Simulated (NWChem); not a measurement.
# C4H4OS; SMILES c1ccc(O)s1

```xyz
10

O     -0.1586    -2.1578     0.0000
C     -0.2258    -0.8166     0.0000
C     -1.3765    -0.0744     0.0000
C     -1.1082     1.3254     0.0000
C      0.2239     1.6278     0.0000
S      1.1899     0.1938     0.0000
H      0.7580    -2.4520     0.0000
H     -2.3670    -0.5285     0.0000
H     -1.8875     2.0892     0.0000
H      0.7059     2.6037     0.0000
```
Atoms are numbered in this order, from 1.

Coordinates come from a PBE0/def2-SVP optimisation.

**Question.** Give the principal values of the shielding tensors (ppm) of O1, C2, C3, C4, C5 from LDA (Slater exchange, VWN5)/pcSseg-1, GIAO (NWChem), with their diamagnetic and paramagnetic parts as GIAO splits them.

**Answer.** 
```tsv
atom	σ11	σ22	σ33	isotropic	diamagnetic	paramagnetic
O1	147.5	232.8	262.2	214.2	392.4	-178.3
C2	-53.3	12.0	67.3	8.7	256.4	-247.7
C3	9.8	58.1	142.0	70.0	250.8	-180.8
C4	-32.7	32.7	140.3	46.8	251.5	-204.8
C5	-15.8	86.6	126.5	65.8	256.6	-190.9
```
